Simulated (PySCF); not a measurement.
Computed properties of Br₅W, SMILES [Br][W+]([Br])([Br])([Br])[Br], charge +1, multiplicity 1

Br5W, SMILES [Br][W+]([Br])([Br])([Br])[Br], charge +1, multiplicity 1. The structure is a stationary point at B3LYP-D3(BJ)/def2-SVP. The spin state was assumed, not searched. The def2 effective core potentials stand for the cores of W; spin–orbit coupling is left out. Other conformers were not sampled. All values are computed for the isolated molecule unless a solvent is named; none is compared with measurement here.

**Structure.** The optimised structure has D3h symmetry. All 12 harmonic modes at B3LYP-D3(BJ)/def2-SVP (PySCF) are real, so it is a minimum. With heavy atoms numbered as in [W+:1]([Br:2])([Br:3])([Br:4])([Br:5])[Br:6], the shortest bond between them is W1–Br5 at 2.390 Å and the longest W1–Br3 at 2.439 Å.

**Vibrations.** The strongest infrared lines (harmonic, unscaled, degenerate partners summed) lie at 290 cm⁻¹ (78 km/mol, Br 62 %, W 38 %), 269 cm⁻¹ (72 km/mol, Br 58 %, W 42 %), 33 cm⁻¹ (4 km/mol, Br 100 %). The softest mode is at 33 cm⁻¹ and the zero-point energy is 2.8 kcal/mol.

**Electronic structure.** PBE0/def2-TZVP (PySCF) places the frontier levels at -12.90 and -9.59 eV, a gap of 3.31 eV. PBE/def2-TZVP (PySCF) at the same geometry gives -11.69 and -10.01 eV, so its gap is 1.63 eV narrower. An orbital gap is neither the optical nor the fundamental gap.

**Excitations.** TDA-B3LYP/def2-SVPD (PySCF) has S1 at 1.82 eV (683 nm, f = 0.000, dark); the most intense of the 6 singlets computed lies at 1.98 eV (f = 0.01). Strengths of degenerate partners are summed. T1 (TDA) is at 1.50 eV, 0.32 eV under S1. TDA-PBE/def2-SVPD (PySCF) puts S1 at 1.63 eV.
